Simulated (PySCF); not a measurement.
Ge(F)2(Cl)(Me) (CH3ClF2Ge), SMILES [CH3][Ge]([F])([F])[Cl].

Geometry: PBE0-D3(BJ)/def2-SVP. This is a generated structure with no PubChem entry under its InChIKey; it may be hypothetical.

The numbers are results of TDDFT-CAM-B3LYP/def2-SVPD (PySCF), not measurements.

Vertical excitations. Isolated molecule, no solvent. State labels are in the subgroup Cs.

```csv
state,symmetry,energy (eV),λ (nm),f,main pairs
S1,A',7.60,163,0.059,"HOMO→LUMO 79 %, HOMO→LUMO+1 13 %"
S2,A",7.64,162,0.020,"HOMO−1→LUMO 82 %, HOMO−1→LUMO+1 14 %"
S3,A',8.67,143,0.277,HOMO−2→LUMO 80 %
S4,A",9.14,136,0.004,HOMO→LUMO+2 91 %
S5,A',9.38,132,0.049,"HOMO→LUMO+1 54 %, HOMO−1→LUMO+2 14 %, HOMO→LUMO 9 %, HOMO→LUMO+4 8 %"
S6,A',9.43,131,0.007,"HOMO−1→LUMO+2 50 %, HOMO→LUMO+3 19 %, HOMO→LUMO+4 9 %, HOMO→LUMO+1 9 %"
S7,A",9.57,130,0.012,"HOMO−1→LUMO+1 48 %, HOMO−1→LUMO+4 18 %, HOMO−1→LUMO 10 %, HOMO−4→LUMO 9 %"
S8,A",9.57,130,0.008,"HOMO−4→LUMO 42 %, HOMO−2→LUMO+2 29 %, HOMO−5→LUMO 8 %"
S9,A",9.68,128,0.037,"HOMO−1→LUMO+3 28 %, HOMO−5→LUMO 23 %, HOMO−2→LUMO+2 13 %, HOMO−1→LUMO+4 12 %"
S10,A',9.77,127,0.056,"HOMO−3→LUMO 48 %, HOMO→LUMO+3 27 %"
T1,A',6.97,178,0,"HOMO→LUMO 78 %, HOMO→LUMO+1 16 %"
T2,A",7.09,175,0,"HOMO−1→LUMO 76 %, HOMO−1→LUMO+1 19 %"
T3,A',7.67,162,0,HOMO−2→LUMO 79 %
T4,A',8.74,142,0,"HOMO−3→LUMO 41 %, HOMO−1→LUMO+2 24 %, HOMO→LUMO+3 7 %"
```
Triplets are in the Tamm–Dancoff approximation, which puts them higher than full response would, so one can lie above its singlet here.
